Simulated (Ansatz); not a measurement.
Ansatz (a quantum-chemistry and plane-wave program) input (PBE/6-31G*):

Ansatz 0.2 input:
```yaml
crystal:
  periodic: [false, false, false]
  atoms:
    - {symbol: C, position_ang: [-2.38256400, -0.00941300, 0.17512300]}
    - {symbol: C, position_ang: [-1.07179200, 0.39012300, 0.08427800]}
    - {symbol: C, position_ang: [-0.00505900, -0.48402400, -0.00637800]}
    - {symbol: Cl, position_ang: [1.62069300, 0.06296300, -0.11833500]}
    - {symbol: H, position_ang: [-3.18143700, 0.71409000, 0.24397600]}
    - {symbol: H, position_ang: [-2.65391000, -1.05719600, 0.18047000]}
    - {symbol: H, position_ang: [-0.84544300, 1.45115900, 0.08242600]}
    - {symbol: H, position_ang: [-0.11450500, -1.55853300, -0.01331200]}
basis:
  gaussian:
    orbitals: 6-31G*
hamiltonian:
  xc: {name: PBE}
magnetization: {spin_polarized: true, initial_magnetization: 1}
relax: {f_tol: 0.003, max_steps: 120}
```

Output:

```
Functional definition: PBE
integrals: 0.02 GiB planned
896 factors; their error is unknown
mean field: 0.20 GiB planned
mean field evaluation 1: about -15678.8796 eV, gradient 3.9e1 eV
mean field evaluation 2: about -15647.6809 eV, gradient 7.3e1 eV
mean field evaluation 4: about -15686.5315 eV, gradient 1.2e1 eV
mean field evaluation 8: about -15687.2363 eV, gradient 1.6e-1 eV
mean field evaluation 16: about -15687.1783 eV, gradient 5.4e-4 eV
mean field -15687.17829153 eV, -576.4931690624 hartree, gradient 6.4e-5 eV, S^2 0.764249; 0 other end points of the search recorded, 0 dependent functions left out
the calculation of the forces begins
reference -15687.17831361 eV, -576.4931698736 hartree; 20, 19 occupied and 52, 53 virtual orbitals, 896 factors
relax step   1: F+E_penalty+E_count = -15687.17829153 eV  Δ(F+E_penalty+E_count) = +0.000e0 eV  max|allowed force component| = 4.528e-1 eV/Å  Δτ_max = 0.0000 Å  (33 SCF iters, accepted)
these checks for a lower state are left out or cut short: starts, cluster_reference, orbital_swaps, neighbouring_geometries, increment
integrals: 0.02 GiB planned
896 factors; their error is unknown
mean field: 0.20 GiB planned
mean field -15687.19786082 eV, -576.4938882207 hartree, gradient 1.3e-5 eV, S^2 0.764940; 0 other end points of the search recorded, 0 dependent functions left out
the calculation of the forces begins
reference -15687.19788297 eV, -576.4938890344 hartree; 20, 19 occupied and 52, 53 virtual orbitals, 896 factors
relax step   2: F+E_penalty+E_count = -15687.19786082 eV  Δ(F+E_penalty+E_count) = -1.957e-2 eV  max|allowed force component| = 1.645e-1 eV/Å  Δτ_max = 0.0171 Å  (36 SCF iters, accepted)
these checks for a lower state are left out or cut short: starts, cluster_reference, orbital_swaps, neighbouring_geometries, increment
integrals: 0.02 GiB planned
896 factors; their error is unknown
mean field: 0.20 GiB planned
mean field evaluation 32: about -15687.1996 eV, gradient 1.8e-4 eV
mean field -15687.19959622 eV, -576.4939519952 hartree, gradient 1.3e-5 eV, S^2 0.765190; 0 other end points of the search recorded, 0 dependent functions left out
the calculation of the forces begins
reference -15687.19961839 eV, -576.4939528100 hartree; 20, 19 occupied and 52, 53 virtual orbitals, 896 factors
relax step   3: F+E_penalty+E_count = -15687.19959622 eV  Δ(F+E_penalty+E_count) = -1.735e-3 eV  max|allowed force component| = 6.629e-2 eV/Å  Δτ_max = 0.0071 Å  (36 SCF iters, accepted)
these checks for a lower state are left out or cut short: starts, cluster_reference, orbital_swaps, neighbouring_geometries, increment
integrals: 0.02 GiB planned
896 factors; their error is unknown
mean field: 0.20 GiB planned
mean field -15687.19966562 eV, -576.4939545456 hartree, gradient 1.1e-5 eV, S^2 0.765207; 0 other end points of the search recorded, 0 dependent functions left out
the calculation of the forces begins
reference -15687.19968779 eV, -576.4939553606 hartree; 20, 19 occupied and 52, 53 virtual orbitals, 896 factors
relax step   4: F+E_penalty+E_count = -15687.19966562 eV  Δ(F+E_penalty+E_count) = -6.940e-5 eV  max|allowed force component| = 9.044e-3 eV/Å  Δτ_max = 0.0017 Å  (28 SCF iters, accepted)
these checks for a lower state are left out or cut short: starts, cluster_reference, orbital_swaps, neighbouring_geometries, increment
integrals: 0.02 GiB planned
896 factors; their error is unknown
mean field: 0.20 GiB planned
mean field -15687.19966977 eV, -576.4939546983 hartree, gradient 3.1e-5 eV, S^2 0.765207; 0 other end points of the search recorded, 0 dependent functions left out
the calculation of the forces begins
reference -15687.19969195 eV, -576.4939555133 hartree; 20, 19 occupied and 52, 53 virtual orbitals, 896 factors
relax step   5: F+E_penalty+E_count = -15687.19966977 eV  Δ(F+E_penalty+E_count) = -4.156e-6 eV  max|allowed force component| = 1.984e-3 eV/Å  Δτ_max = 0.0003 Å  (23 SCF iters, accepted)
integrals: 0.02 GiB planned
896 factors; their error is unknown
mean field: 0.20 GiB planned
mean field evaluation 64: about -15687.1997 eV, gradient 2.3e-3 eV
mean field -15687.19966977 eV, -576.4939546983 hartree, gradient 3.1e-5 eV, S^2 0.765207; 1 other end points of the search recorded, 0 dependent functions left out
the calculation of the forces begins
reference -15687.19969195 eV, -576.4939555133 hartree; 20, 19 occupied and 52, 53 virtual orbitals, 896 factors
Total energy: -15687.19969195 eV, -576.4939555133 hartree
Atom 0 at    -2.393984    -0.009247     0.175965 Å, force    -0.000138    -0.000818    -0.000001 eV/Å
Atom 1 at    -1.070515     0.395778     0.084263 Å, force     0.001984     0.000762    -0.000135 eV/Å
Atom 2 at     0.004729    -0.485921    -0.007124 Å, force    -0.000191    -0.000063     0.000013 eV/Å
Atom 3 at     1.644425     0.060284    -0.120118 Å, force    -0.000717     0.000409     0.000058 eV/Å
Atom 4 at    -3.203195     0.720771     0.245669 Å, force    -0.000644     0.000416     0.000053 eV/Å
Atom 5 at    -2.669173    -1.068397     0.181437 Å, force    -0.000220    -0.000188     0.000014 eV/Å
Atom 6 at    -0.842920     1.468980     0.082489 Å, force     0.000221    -0.000479    -0.000023 eV/Å
Atom 7 at    -0.103385    -1.573079    -0.014333 Å, force    -0.000294    -0.000040     0.000021 eV/Å
Dipole moment:    -0.256922    -0.058063     0.018089 e Å
```

The geometry given is a B3LYP-D3(BJ)/def2-TZVP minimum.
